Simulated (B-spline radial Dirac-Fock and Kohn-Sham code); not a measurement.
## The M5 (3d5/2) hole of antimony ions: width and yield against charge

Level of theory: one-electron (LDA, Dirac) transition rates at Dirac-Fock energies; a radial finite-basis atomic code. Tabulated ground configurations, configuration averages; single configurations, so decays that open only by mixing (as 1s 2s² with 1s 2p² in Be-like ions) are missing and such tiny yields are far too low.

```
 ion      configuration  radiative (eV)  non-radiative (eV)     yield
  Sb  [Kr] 4d10 5s2 5p3        0.000157               0.539  0.000292
 Sb⁺  [Kr] 4d10 5s2 5p2        0.000156               0.540  0.000289
Sb²⁺  [Kr] 4d10 5s2 5p1        0.000154               0.542  0.000284
Sb³⁺      [Kr] 4d10 5s2        0.000151               0.543  0.000278
Sb⁴⁺      [Kr] 4d10 5s1        0.000151               0.548  0.000276
Sb⁵⁺          [Kr] 4d10        0.000152               0.551  0.000276
```

Values without a named source are computed, but for edge energies of neutral atoms, which are taken from tables.
